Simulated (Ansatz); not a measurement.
`BS[SiH3]` + `BN[SiH2]Cl` → `BN([SiH3])[SiH2]Cl` + `BS`  (ligand exchange at the Si–S bond)

Gas-phase electronic energies from Ansatz, PBE0-D4/def2-TZVP geometries. CBS: MP2 limit from def2 TZ/QZ plus the TZ coupled-cluster correction, frozen cores. This one scheme is used for every species. Functionals use def2-TZVPP. Each species was taken in one conformer, which may not be the lowest.

`BS[SiH3]`:

```xyz
8

B     1.264   -0.479   -1.041
S     0.107    0.866   -1.057
Si   -0.980    0.423    0.751
H     1.261   -1.293   -0.167
H     2.043   -0.531   -1.943
H    -0.058    0.448    1.912
H    -1.621   -0.909    0.641
H    -2.015    1.474    0.903
```

`BN[SiH2]Cl`:

Cartesian coordinates in Å:
```
B -0.671 -0.897 -1.116
N 0.233 -0.625 -0.079
Si 0.449 0.907 0.695
Cl -0.357 0.901 2.585
H -1.357 -0.007 -1.530
H -0.735 -2.002 -1.571
H 0.793 -1.395 0.261
H 1.891 1.188 0.865
H -0.246 1.929 -0.110
```

`BN([SiH3])[SiH2]Cl`:

Z-matrix (Å, degrees):
```
Si
N 1 1.762
H 1 1.482 2 109.6
H 1 1.485 2 107.5 3 -119.5
H 1 1.482 2 110.3 3 121.0
Si 2 1.734 1 121.2 3 126.2
B 2 1.412 1 117.6 3 -55.9
Cl 6 2.055 2 109.9 1 66.7
H 6 1.476 2 109.3 1 -174.2
H 6 1.479 2 110.1 1 -50.2
H 7 1.198 2 120.3 1 -178.1
H 7 1.201 2 119.0 1 2.1
```

`BS`:

Z-matrix (Å, degrees):
```
B
S 1 1.765
H 1 1.192 2 115.8
H 1 1.190 2 121.4 3 -180.0
H 2 1.344 1 99.2 3 180.0
```

```tsv
level	ΔE (kJ/mol)
r2SCAN	13.5
BHLYP	10.2
```

Question: What does CCSD(T)/CBS give? (Estimate.)

Answer: The calculation gave: +7.5 kJ/mol. The listed levels differ from it by 6.0, 2.7 kJ/mol.

Largest T1 diagnostic among the species: 0.015.

The D4 term adds −6.9 kJ/mol with B3LYP and −4.0 kJ/mol with PBE0; it sums over pairs of atoms, weighted by their polarisabilities, and B3LYP, whose exchange is more repulsive, gets the larger term. Leaving LDA and LC-ωPBE aside and taking each functional with its dispersion term where it has one, the values, not all of them listed here, spread over 11.9 kJ/mol, from BHLYP-D4 to PBE-D4. LDA lies −7.6 kJ/mol from PBE without D4. From BLYP to BHLYP (50 % exact exchange), in def2-TZVPP and without D4, ΔE moves by −5.9 kJ/mol.

B3LYP here is the variant with VWN-RPA as its local correlation; programs differ in this.
